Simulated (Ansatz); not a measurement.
`N[SiH2][GeH2][NH2]` + `N[SiH2]S` → `N[SiH2][S][GeH2][NH2]` + `N[SiH3]`  (cleavage of the Ge–Si bond)

Program: Ansatz. Geometries: PBE0-D4/def2-TZVP. ΔE: electronic, gas phase. CBS: MP2 limit from def2 TZ/QZ plus the TZ coupled-cluster correction, frozen cores. This one scheme is used for every species. DFT in def2-TZVPP. For Ge outer-core shells are correlated without core-valence functions, which leaves a few kJ/mol of doubt a bond. Scalar relativity is left out up to krypton. One conformer a species, not always the lowest.

```
             level  ΔE (kJ/mol)  difference from CCSD(T)/CBS
         r2SCAN-D4        -62.1                          1.0
           ωB97X-V        -63.2                         -0.1
              PBE0        -54.1                          9.0
     HF/def2-TZVPP        -67.3                         -4.2
    MP2/def2-TZVPP        -74.3                        -11.2
SCS-MP2/def2-TZVPP        -71.8                         -8.7
     HF/def2-QZVPP        -66.3                         -3.2
    MP2/def2-QZVPP        -72.6                         -9.5
      HF/CBS(def2)        -66.2                         -3.1
    CCSD/CBS(def2)        -61.0                          2.1
       CCSD(T)/CBS        -63.1                            0
```

Largest T1 diagnostic among the species: 0.011.

The D4 term adds −9.6 kJ/mol with B3LYP and −5.2 kJ/mol with PBE0; it sums over pairs of atoms, weighted by their polarisabilities, and B3LYP, whose exchange is more repulsive, gets the larger term. From PBE to PBE0 (25 % exact exchange), in def2-TZVPP and without D4, ΔE moves by −5.2 kJ/mol.

B3LYP here is the variant with VWN-RPA as its local correlation; programs differ in this.
